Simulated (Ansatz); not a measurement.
`C[SiH](F)N[SiH3]` and `C[SiH](F)Cl` differ in one atom or group.

Ansatz, PBE0-D4/def2-TZVP geometries, multiplicity 1. Each molecule was computed in one conformer, which needn't be the lowest.

```csv
property,`C[SiH](F)N[SiH3]`
LUMO energy (B3LYP/def2-TZVPP) / eV,-0.02
HOMO energy (PBE0/def2-TZVPP) / eV,-7.93
HOMO energy (PBE/def2-TZVPP) / eV,-6.56
HOMO–LUMO gap (B3LYP/def2-TZVPP) / eV,7.68
LUMO energy (ωB97M-V/def2-TZVPP) / eV,1.78
HOMO–LUMO gap (PBE/def2-TZVPP) / eV,5.94
```

(1) What does the change do to each property? (An estimate is asked.)

Answers

(1) Computed: 
| property | `C[SiH](F)Cl` | shift |
| --- | --- | --- |
| LUMO energy (B3LYP/def2-TZVPP) / eV | 0.48 | 0.50 |
| HOMO energy (PBE0/def2-TZVPP) / eV | -8.97 | -1.04 |
| HOMO energy (PBE/def2-TZVPP) / eV | -7.58 | -1.02 |
| HOMO–LUMO gap (B3LYP/def2-TZVPP) / eV | 9.22 | 1.54 |
| LUMO energy (ωB97M-V/def2-TZVPP) / eV | 2.46 | 0.68 |
| HOMO–LUMO gap (PBE/def2-TZVPP) / eV | 7.38 | 1.44 |

With PBE0 the HOMO falls by 1.04 eV and the LUMO rises by 0.49 eV, so the gap widens by about 1.53 eV. PBE moves the HOMO by -1.02 eV and ωB97M-V by -0.95 eV.

B3LYP here is the variant with VWN-RPA as its local correlation; programs differ in this.
